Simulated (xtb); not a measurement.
xtb was given this input:
```
$ xtb mol.xyz --gfn 1 --json

# file mol.xyz
4

B     -0.00012924     0.00017465    -0.01065182
Cl     0.02666439     1.72290836     0.02897049
Cl     1.47887022    -0.88426276    -0.03139692
Cl    -1.50549659    -0.83869697     0.00555932
```

**Question.** What does this run give for the dipole moment, HOMO-LUMO gap?

**Answer.** 
```yaml
dipole_moment: 0.04 D
HOMO-LUMO gap: 5.53 eV
```
